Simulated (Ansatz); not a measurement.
Reaction (ligand exchange at a B–C bond): `BC1=C[SiH2]O1` + `CBS` → `BSBC` + `C1=C[SiH2]O1`

Isolated molecules relaxed with PBE0-D4/def2-TZVP in Ansatz; ΔE leaves out vibrations. CCSD(T)/CBS is the MP2 limit (def2-TZVPP, def2-QZVPP) plus CCSD(T) − MP2 in def2-TZVPP, frozen cores. Functionals use def2-TZVPP. One conformer a species, not always the lowest.

(1) Is it downhill or uphill in electronic energy at CCSD(T)/CBS, and by how much? (Best estimate.)

(2) What do these levels give: BLYP, r2SCAN, MP2/def2-SVP, CCSD/def2-SVP, HF/def2-QZVPP, MP2/CBS(def2)? (Best estimate.)

(3) What do rigid-rotor, harmonic-oscillator terms from PBE0-D4/def2-TZVP frequencies (298.15 K, 1 bar) make of the CCSD(T)/CBS value? (An estimate is asked.)

Largest T1 diagnostic among the species: 0.014.

## Answers

(1) The calculation gave: Downhill: ΔE = -12.1 kcal/mol.

(2) Computed: BLYP -10.3, r2SCAN -12.1, MP2/def2-SVP -12.8, CCSD/def2-SVP -11.9, HF/def2-QZVPP -11.8, MP2/CBS(def2) -13.2 kcal/mol.

(3) Ansatz gave: ΔZPE = +1.5 kcal/mol, ΔH = -10.7 kcal/mol, ΔS = 1 J/(mol·K), ΔG = -10.7 kcal/mol.

Leaving LDA and LC-ωPBE aside and taking each functional with its dispersion term where it has one, the values, not all of them listed here, spread over 3.1 kcal/mol, from PBE-QIDH to BLYP-D4. From BLYP to BHLYP (50 % exact exchange), in def2-TZVPP and without D4, ΔE moves by −1.3 kcal/mol.
